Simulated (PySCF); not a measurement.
# Cr⁺: ionisation energy

Cr⁺ [Ar] 3d5 (6S) → Cr²⁺ [Ar] 3d4 (5D), as a difference of total energies. Calculation: PySCF 2.14, in def2-TZVPPD (6s6p4d2f1g, 67 functions); no relativity, point nucleus. Correlated levels: valence: [Ar] frozen; valence and next inner shell: [Ne] frozen. The calculations carry no spin-orbit coupling.

```json
{"method": "UHF", "ionisation energy (eV)": "15.130", "plus first-order spin-orbit estimate": "15.083", "difference from reference of that sum (eV)": "-1.403"}
{"method": "LDA", "ionisation energy (eV)": "17.614", "plus first-order spin-orbit estimate": "17.567", "difference from reference of that sum (eV)": "+1.081"}
{"method": "PBE", "ionisation energy (eV)": "17.253", "plus first-order spin-orbit estimate": "17.206", "difference from reference of that sum (eV)": "+0.720"}
{"method": "PBE0", "ionisation energy (eV)": "16.910", "plus first-order spin-orbit estimate": "16.863", "difference from reference of that sum (eV)": "+0.377"}
{"method": "r2SCAN", "ionisation energy (eV)": "16.979", "plus first-order spin-orbit estimate": "16.932", "difference from reference of that sum (eV)": "+0.446"}
{"method": "wB97X-V", "ionisation energy (eV)": "16.599", "plus first-order spin-orbit estimate": "16.553", "difference from reference of that sum (eV)": "+0.067"}
{"method": "wB97M-V", "ionisation energy (eV)": "16.698", "plus first-order spin-orbit estimate": "16.651", "difference from reference of that sum (eV)": "+0.165"}
{"method": "TPSS", "ionisation energy (eV)": "16.937", "plus first-order spin-orbit estimate": "16.890", "difference from reference of that sum (eV)": "+0.404"}
{"method": "wB97X", "ionisation energy (eV)": "16.486", "plus first-order spin-orbit estimate": "16.439", "difference from reference of that sum (eV)": "-0.047"}
{"method": "MP2 (valence)", "ionisation energy (eV)": "16.087", "plus first-order spin-orbit estimate": "16.040", "difference from reference of that sum (eV)": "-0.446"}
{"method": "SCS-MP2 (valence)", "ionisation energy (eV)": "15.449", "plus first-order spin-orbit estimate": "15.402", "difference from reference of that sum (eV)": "-1.084"}
{"method": "MP2 (valence and next inner shell)", "ionisation energy (eV)": "16.783", "plus first-order spin-orbit estimate": "16.737", "difference from reference of that sum (eV)": "+0.251"}
{"method": "SCS-MP2 (valence and next inner shell)", "ionisation energy (eV)": "16.122", "plus first-order spin-orbit estimate": "16.076", "difference from reference of that sum (eV)": "-0.410"}
```

Reference: 16.486 eV (measured; NIST Atomic Spectra Database, ionization energies).

A first-order spin-orbit estimate (lowest level to lowest level, LS coupling) adds -0.047 eV.

These non-relativistic numbers lack the scalar-relativistic shift.

Errors of the correlated levels include the incompleteness of this basis and the frozen core.
